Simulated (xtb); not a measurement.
Se(I)(OMe) (CH3IOSe), SMILES CO[Se]I. All values are semi-empirical tight-binding results from xtb (GFN2-xTB unless named), good for trends rather than for accurate numbers. Geometry optimised at GFN2-xTB. Other conformers were not sampled.

Optimised geometry:

```xyz
7

Se     0.5309    -0.7463     0.8981
I     -0.9259     0.8863    -0.2775
O      1.9165    -0.8604    -0.2387
C      1.7498    -1.5755    -1.4388
H      1.0042    -1.1004    -2.0859
H      2.7208    -1.5445    -1.9339
H      1.4660    -2.6171    -1.2646
```
Charge 0, spin multiplicity 1.

The orbital gap is 2.83 eV and the zero-point energy is 25.8 kcal/mol. The G − E(el) at 298.15 K (modified RRHO) is 5.3 kcal/mol and the static polarisability (D4 model) comes out as 79.2 bohr³. The solvation energy, GFN2-xTB/ALPB(water) is -1.1 kcal/mol and the solvation energy, GFN2-xTB/ALPB(benzene) is -5.4 kcal/mol.

Task: Give the atomic charges and the Wiberg bond orders between heavy atoms. (Estimate from the structure and the level; the computed values follow.)

Result: charges (e) Se1 0.10, I2 -0.02, O3 -0.29, C4 0.06, H5 0.05, H6 0.06, H7 0.04. Bond orders Se1–I2 1.25, Se1–O3 1.22, O3–C4 0.99.
